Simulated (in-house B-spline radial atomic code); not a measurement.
Cr⁶⁺. Computed with a B-spline radial atomic code. Model: all-electron spherical atom, spin shells full or empty, radial basis limit, no spin-orbit coupling: exact exchange with a local potential (Slater, KLI or optimised effective potential, whose far tail is KLI's), no correlation.

Exchange potential has not reached -1/r at the last radius.

The run also made RPA and GW results, which its time includes.

The Slater potential averages the orbital exchange potentials with the orbital densities as weights, KLI adds orbital constants, and the optimised effective potential minimises the exact-exchange energy among local potentials. So their energies lie above Hartree-Fock in the order OEP, KLI, Slater. All fall off as −1/r, unlike LDA and GGA exchange.

Command:
```bash
python run_gw.py task.json out
```
Settings (nuclear radius in fm, other lengths in bohr, energies in hartree):
```
Z                      24
electrons              18
configuration          [Ne] 3s2 3p6
hamiltonian            x2c
method                 kli
lmax                   9
rms_radius             3.6452
spin_polarised         False
box_radius             9.29
intervals              99
```

Run time, properties included: 5 s on 1 thread of Arm Neoverse N1, with other jobs on the host.

Given: hamiltonian one-electron scalar X2C; mean-field start exchange-only KLI.

Computed: energy above Hartree-Fock 8.2533 millihartree.

```json
{"radius (bohr)": "0.00208", "r times exchange potential (hartree bohr)": "-0.041511"}
{"radius (bohr)": "0.00253", "r times exchange potential (hartree bohr)": "-0.050432"}
{"radius (bohr)": "0.00306", "r times exchange potential (hartree bohr)": "-0.060894"}
{"radius (bohr)": "0.00371", "r times exchange potential (hartree bohr)": "-0.073655"}
{"radius (bohr)": "0.0045", "r times exchange potential (hartree bohr)": "-0.08904"}
{"radius (bohr)": "0.00545", "r times exchange potential (hartree bohr)": "-0.10734"}
{"radius (bohr)": "0.00661", "r times exchange potential (hartree bohr)": "-0.12934"}
{"radius (bohr)": "0.00801", "r times exchange potential (hartree bohr)": "-0.15532"}
{"radius (bohr)": "0.00971", "r times exchange potential (hartree bohr)": "-0.18594"}
{"radius (bohr)": "0.0118", "r times exchange potential (hartree bohr)": "-0.22206"}
{"radius (bohr)": "0.0143", "r times exchange potential (hartree bohr)": "-0.26288"}
{"radius (bohr)": "0.0173", "r times exchange potential (hartree bohr)": "-0.30823"}
{"radius (bohr)": "0.0209", "r times exchange potential (hartree bohr)": "-0.35726"}
{"radius (bohr)": "0.0254", "r times exchange potential (hartree bohr)": "-0.41029"}
{"radius (bohr)": "0.0308", "r times exchange potential (hartree bohr)": "-0.46227"}
{"radius (bohr)": "0.0373", "r times exchange potential (hartree bohr)": "-0.50933"}
{"radius (bohr)": "0.0452", "r times exchange potential (hartree bohr)": "-0.54681"}
{"radius (bohr)": "0.0548", "r times exchange potential (hartree bohr)": "-0.56931"}
{"radius (bohr)": "0.0664", "r times exchange potential (hartree bohr)": "-0.57468"}
{"radius (bohr)": "0.0805", "r times exchange potential (hartree bohr)": "-0.57188"}
{"radius (bohr)": "0.0976", "r times exchange potential (hartree bohr)": "-0.59033"}
{"radius (bohr)": "0.118", "r times exchange potential (hartree bohr)": "-0.66218"}
{"radius (bohr)": "0.143", "r times exchange potential (hartree bohr)": "?"}
{"radius (bohr)": "0.174", "r times exchange potential (hartree bohr)": "-0.91823"}
{"radius (bohr)": "0.211", "r times exchange potential (hartree bohr)": "-1.0254"}
{"radius (bohr)": "0.255", "r times exchange potential (hartree bohr)": "-1.0786"}
{"radius (bohr)": "0.309", "r times exchange potential (hartree bohr)": "-1.0567"}
{"radius (bohr)": "0.375", "r times exchange potential (hartree bohr)": "-0.94659"}
{"radius (bohr)": "0.455", "r times exchange potential (hartree bohr)": "-0.83353"}
{"radius (bohr)": "0.551", "r times exchange potential (hartree bohr)": "-0.93617"}
{"radius (bohr)": "0.668", "r times exchange potential (hartree bohr)": "-1.1523"}
{"radius (bohr)": "0.81", "r times exchange potential (hartree bohr)": "?"}
{"radius (bohr)": "0.981", "r times exchange potential (hartree bohr)": "-1.384"}
{"radius (bohr)": "1.19", "r times exchange potential (hartree bohr)": "-1.3703"}
{"radius (bohr)": "1.44", "r times exchange potential (hartree bohr)": "-1.3037"}
{"radius (bohr)": "1.75", "r times exchange potential (hartree bohr)": "-1.2196"}
{"radius (bohr)": "2.12", "r times exchange potential (hartree bohr)": "-1.1458"}
```

Question: What belongs in the row 0.143?

Answer: r times exchange potential (hartree bohr): -0.78337.

Question: What belongs in the row 0.81?

Answer: r times exchange potential (hartree bohr): -1.3135.

| occupied | level (hartree) | Hartree-Fock level (hartree) |
| --- | --- | --- |
| 1s | -220.71 | -226.31 |
| 2s | -29.47 | -30.979 |
| 2p | ? | ? |
| 3s | -6.9983 | -7.283 |
| 3p | -5.8953 | -5.8996 |

Question: What belongs in the row 2p?

Answer: level (hartree): -25.566; Hartree-Fock level (hartree): -26.602.

```json
{"empty": "3d", "level (hartree)": "-4.1913"}
{"empty": "4s", "level (hartree)": "-2.8661"}
{"empty": "4p", "level (hartree)": "?"}
{"empty": "4d", "level (hartree)": "-2.0058"}
```

Question: What belongs in the row 4p?

Answer: level (hartree): -2.5196.

The highest level, 3p, differs from Hartree-Fock by +0.12 eV and the deepest, 1s, by +152 eV: a local potential can match the highest level but can't give each shell its own exchange.
